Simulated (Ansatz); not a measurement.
Consider the ligand exchange at the Si–C bond: `B[SiH2]CS` + `N[SiH2]F` → `B[SiH2]N[SiH2]F` + CH₃SH.

Program: Ansatz. Geometries: PBE0-D4/def2-TZVP. ΔE: electronic, gas phase. CCSD(T)/CBS adds triple-zeta CCSD(T) − MP2 to the extrapolated MP2 energy (def2 sets, frozen cores). This one scheme is used for every species. Functionals use def2-TZVPP. HSE06 is defined as in plane-wave codes. Each species was taken in one conformer, which may not be the lowest.

```tsv
species	HSE06-D4 energy (Eh)
`B[SiH2]CS`	-754.48475
`N[SiH2]F`	-446.37308
`B[SiH2]N[SiH2]F`	-762.34823
CH₃SH	-438.52918
```

Work out ΔE.

ΔE = (-762.34823) + (-438.52918) − (-754.48475) − (-446.37308) = -0.01958 Eh = -12.3 kcal/mol. CCSD(T)/CBS gives -12.6 kcal/mol.

Largest T1 diagnostic among the species: 0.012.

Leaving LDA and LC-ωPBE aside and taking each functional with its dispersion term where it has one, the values, not all of them listed here, spread over 1.5 kcal/mol, from B97M-V to PBE-D4. LDA lies −3.6 kcal/mol from PBE without D4. From BLYP to BHLYP (50 % exact exchange), in def2-TZVPP and without D4, ΔE moves by −1.7 kcal/mol.
